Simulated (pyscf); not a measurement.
**H₃C–N(CH₃)–Si(O•)(OH)–OH, doublet**

Gas-phase minimum from PySCF at ωB97X-D3(BJ)/def2-SVP, one conformer. H₃C–N(CH₃)–Si(O•)(OH)–OH lies 20.6 kcal/mol over its isomer •H₂C–N(CH₃)–Si(OH)(OH)–OH (electronic energy, ωB97M-D3(BJ)/def2-TZVP). 

```
N
C 1 1.4463
H 2 1.0986 1 109.70
H 2 1.1046 3 109.04 1 -122.71
H 2 1.1049 3 108.21 4 -117.43
C 1 1.4486 2 115.93 3 178.33
H 6 1.0986 1 109.68 2 -178.57
H 6 1.1045 7 109.09 1 122.48
H 6 1.1049 7 108.47 8 117.64
Si 1 1.7538 2 121.10 3 -21.26
O 10 1.6057 1 93.73 2 -79.10
O 10 1.6499 11 118.30 1 113.53
H 12 0.9624 10 115.06 11 136.16
O 10 1.6595 11 117.17 1 -115.45
H 14 0.9628 10 114.83 11 5.54
```
Charge 0, spin multiplicity 2.

Properties at ωB97X-D3(BJ)/def2-SVP:

Harmonic wavenumbers, unscaled: 66, 126, 155, 196, 207, 212, 256, 267, 285, 321, 366, 378, 385, 604, 776, 799, 831, 961, 979, 1056, 1087, 1096, 1151, 1279, 1308, 1434, 1454, 1465, 1472, 1478, 1496, 3037, 3040, 3114, 3117, 3184, 3189, 3936, 3943 cm⁻¹
Zero-point energy: 72.2 kcal/mol
Rotational symmetry number: 1
Entropy of this conformer at 298 K and 1 atm, rigid rotor and harmonic oscillator, modes under 100 cm⁻¹ raised to 100: 401.7 J/(mol K)
Dipole moment: 2.89 D
Spin expectation value S2: 0.760

Single-point totals, which compare only within one level:

| level | total energy (hartree) |
|---|---|
| ωB97X-D3(BJ)/def2-TZVP | -651.33053 |
| PBE/def2-TZVP | -650.65792 |
| r²SCAN/def2-TZVP | -651.01153 |
| B3LYP-D3(BJ)/def2-TZVP | -651.26445 |
| PBE0-D3(BJ)/def2-TZVP | -650.70214 |
| M06-2X/def2-TZVP | -651.04809 |
| ωB97M-D3(BJ)/def2-TZVP | -651.33903 |

Soft torsions are taken as harmonic, which can shift the entropy by several J/(mol K).
